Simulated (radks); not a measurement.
The numbers below are computed, except where a source is named.
Task: These are the eigenvalues of the occupied orbitals of an atom or ion with whole-number occupations (eV). Code: a radial shooting solver on a logarithmic mesh with Libxc functionals. Model: Dirac Kohn-Sham, PBE, spin-unpolarised, spherical densities, finite nucleus; Fermi nuclear charge, rms radius of each element as measured or else 0.836 A^(1/3) + 0.57 fm.

1s1/2: -38958.99
2s1/2: -6401.685
2p1/2: -6051.888
2p3/2: -5638.578
3s1/2: -1553.043
3p1/2: -1405.611
3p3/2: -1324.733
3d3/2: -1066.808
3d5/2: -1049.466
4s1/2: -488.6421
4p1/2: -433.4045
4p3/2: -415.1322
4d3/2: -323.5246
4d5/2: -320.1418

Which element is it, and in what charge state? The configuration may be excited. Open shells, if any, fill j = l - 1/2 first.

Result: Z = 57, lanthanum, charge +13: La13+ in [Kr] 4d8. The list shows which subshells hold electrons but not how many an open one holds; the 1s level, -1431.7 hartree, gives Z - s = 53.5 by -(Z - s)^2/2, which with screening and relativity narrows Z to a few neighbours, and the depths of the outer levels then fix element, charge and occupations together.
